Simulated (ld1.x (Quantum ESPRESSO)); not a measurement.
## u(r) = r·R(r): atom against pseudo-atom (fluorine)

Columns: radius, all-electron u(r) and pseudo u(r) of the 2p shell (level -11.50 eV) of fluorine in the configuration [He] 2s1.5 2p5.5; LDA (PZ), scalar-relativistic, TM semilocal scheme, ld1.x (Quantum ESPRESSO) 7.5.

| r (bohr) | all-electron | pseudo |
| --- | --- | --- |
| 0.047 | 0.0385 | 0.0179 |
| 0.095 | 0.1282 | 0.0716 |
| 0.142 | 0.2368 | 0.1538 |
| 0.190 | 0.3520 | 0.2603 |
| 0.237 | 0.4594 | 0.3773 |
| 0.285 | 0.5585 | 0.4992 |
| 0.332 | 0.6429 | 0.6115 |
| 0.380 | 0.7153 | 0.7113 |
| 0.427 | 0.7732 | 0.7897 |
| 0.475 | 0.8197 | 0.8485 |
| 0.522 | 0.8541 | 0.8865 |
| 0.570 | 0.8790 | 0.9086 |
| 0.617 | 0.8947 | 0.9177 |
| 0.665 | 0.9030 | 0.9182 |
| 0.712 | 0.9048 | 0.9134 |
| 0.760 | 0.9012 | 0.9050 |
| 0.807 | 0.8933 | 0.8945 |
| 0.855 | 0.8815 | 0.8817 |
| 0.902 | 0.8671 | 0.8671 |
| 0.950 | 0.8499 | 0.8499 |
| 0.997 | 0.8313 | 0.8313 |
| 1.045 | 0.8109 | 0.8109 |
| 1.092 | 0.7899 | 0.7899 |
| 1.140 | 0.7677 | 0.7677 |
| 1.187 | 0.7455 | 0.7455 |
| 1.235 | 0.7226 | 0.7226 |

(1) How many radial nodes do the two functions have?

(2) At about which radius was the pseudo-wave matched?

(3) Where does each function peak?

(4) Is the pseudo-wave norm-conserving?

## Answers

(1) The all-electron 2p function has n − l − 1 = 0; the pseudo-wave has 0.

(2) 0.95 bohr. The columns agree to 0.0005 from 0.85 bohr on; several derivatives are matched, so the curves merge somewhat inside the radius.

(3) Outermost all-electron maximum near 0.71 bohr, pseudo maximum near 0.67 bohr (to the table’s step).

(4) Yes: the TM semilocal scheme keeps the norm inside the radius equal to the all-electron one, which fixes the energy derivative of the logarithmic derivative at the level.
